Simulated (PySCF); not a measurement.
## Correlation energy of V⁻ (vanadium, charge -1)

[Ar] 3d4 4s2, high-spin 5D determinant. Computed with PySCF 2.14 in aug-cc-pVTZ, with no relativity, point nucleus. Frozen: [Ar]; 6 electrons correlated.

MP2 pair energies summed by pair of shells (mhartree):

```csv
pair,energy,share (%)
3d-3d,-49.17,64.5
3d-4s,-16.89,22.2
4s-4s,-10.14,13.3
```

Total MP2 correlation energy: -76.21 mhartree.

Same-spin part -60.54 and opposite-spin part -15.67 mhartree; SCS-MP2 scales them by 1/3 and 6/5 to -38.98 mhartree.

The Hartree-Fock reference does not bind the outermost electron (its level is positive or very diffuse), so these energies belong to a reference that the basis holds together.
